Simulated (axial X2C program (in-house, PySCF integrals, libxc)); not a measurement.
## Low determinants of ZrO⁻ at the PBE0 level, spin-free

All values were computed with an axial X2C code built on PySCF integrals. Spin-free means the one-electron spin-free X2C Hamiltonian. Basis: Zr dyall-acv3z [12s13p10d6f3g], O dyall-av3z [7s6p3d2f] (cores contracted in-house); Gaussian nuclei, density fitting, unrestricted open shells. Masses: Zr 89.905 u, O 15.995 u.

Search at 1.744 Å (vertical energies from the lowest determinant):

| ΔE (eV) | state | electrons beyond evenly filled partner blocks | electrons in σ, π, δ, φ |
| --- | --- | --- | --- |
| 0.00 | M_S = 1/2, Λ = 2 | δ+α | 24 20 5 0 |
| 0.72 | M_S = 3/2, Λ = 3 | σα, π+α, δ+α | 23 21 5 0 |
| 0.77 | M_S = 1/2, Λ = 1 | π+α | 24 21 4 0 |
| 0.79 | M_S = 3/2, Λ = 1 | σα, π-α, δ+α | 23 21 5 0 |
| 1.01 | M_S = 3/2, Λ = 2 | 2 × σα, δ+α | 24 20 5 0 |
| 1.15 | M_S = 1/2, Λ = 1 | σα, π-β, δ+α | 23 21 5 0 |
| 1.15 | M_S = 1/2, Λ = 3 | σα, π+β, δ+α | 23 21 5 0 |

Lowest determinant, M_S = 1/2, Λ = 2 (beyond evenly filled blocks: δ+α): Re = 1.742 Å, ωe = 919.3 cm⁻¹.

The determinant in row 2 of the search, M_S = 3/2, Λ = 3 (beyond evenly filled blocks: σα, π+α, δ+α), was followed along the bond at PBE0; measured from the minimum of the lowest determinant it gives:

Te = 0.721 eV (5815 cm⁻¹), Re = 1.739 Å, ωe = 895.9 cm⁻¹.

(1) Compare the bond of the determinant in row 2 with that of the lowest one.

The search compares states at one distance, so a state with another bond length can lie lower; it is not exhaustive and yields mostly the lowest determinant of each block pattern, so other components and higher states of one pattern are missing. These are energies of single determinants, not of spin-adapted states; PBE0 term energies can be off by some tenths of an eV, and the functional has no current term. For an anion, determinants above electron detachment are held by the basis set. The highest occupied level of some functionals is positive through self-interaction error; at Hartree–Fock it is bound. Row 1 is spin-contaminated (⟨S²⟩ = 0.80 against 0.75), so its values are not those of a pure state. Row 1 has a positive highest level at its minimum. Row 2 has a positive highest level at its minimum.

Answers

(1) At PBE0 its Re is 0.003 Å shorter and its force constant, which goes as ωe², is 0.95 times that of the lowest determinant. T0 ≈ Te + Δωe/2 = 5815 + (-12) = 5803 cm⁻¹.
